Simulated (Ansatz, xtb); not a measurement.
Relative energy of two isomers of C3H10B2

We compare I, `BC[C@@H](B)C`, a singlet, with II, `BC(B)CC`, a singlet. Both are isolated molecules in the gas phase, relaxed with PBE0-D3(BJ)/def2-SVP, each in the lowest conformer that the search found.

Estimate which is lower in electronic energy at CCSD(T)/def2-SVP + ΔMP2/def2-TZVPP, and by roughly how much.

The CCSD(T)/def2-SVP + ΔMP2/def2-TZVPP calculation puts structure II lower, by 5.7 kcal/mol.

The same difference at several levels:

```tsv
level	geometry	E(II) − E(I) (kcal/mol)	departure from the last row (kcal/mol)	job, with rough time for the two
GFN2-xTB	GFN2-xTB	−4.6	+1.1	optimisation, 0.21 s
HF/STO-3G	GFN2-xTB	−4.6	+1.1	single point, 0.32 s
r2SCAN-D4/def2-SVP	GFN2-xTB	−6.0	−0.3	single point, 2.8 s
PBE0-D3(BJ)/def2-SVP	PBE0-D3(BJ)/def2-SVP	−6.0	−0.3	optimisation, 56 s
HF/def2-SVP	PBE0-D3(BJ)/def2-SVP	−4.5	+1.2	part of the CCSD(T) run
MP2/def2-SVP	PBE0-D3(BJ)/def2-SVP	−5.9	−0.2	part of the CCSD(T) run
CCSD(T)/def2-SVP	PBE0-D3(BJ)/def2-SVP	−5.7	0.0	single point
CCSD(T)/def2-SVP + ΔMP2/def2-TZVPP	PBE0-D3(BJ)/def2-SVP	−5.7		single point, 29 s
```

As drawn, both hold the same kinds of bond in the same numbers.

The levels shown agree on the order. The largest departure from CCSD(T)/def2-SVP + ΔMP2/def2-TZVPP is that of HF/def2-SVP, 1.2 kcal/mol. The last row adds to CCSD(T) the change of the MP2 difference between the two basis sets, here 0.0 kcal/mol.

With thermal terms from frequencies at re-optimised GFN2-xTB minima (ideal gas, soft modes damped towards free rotors, one conformer each, 298.15 K, 1 atm): on the last row, ΔE + ΔZPE = −4.8, ΔH = −4.9, ΔG = −4.5 kcal/mol.

The correlated steps freeze 5 core orbitals. Mirror images aren't counted in ΔG. Codes used: Ansatz 0.2.0, xtb 6.7.1; the last row on 2 threads of Intel(R) Xeon(R) 6975P-C (Granite Rapids) on a shared host.
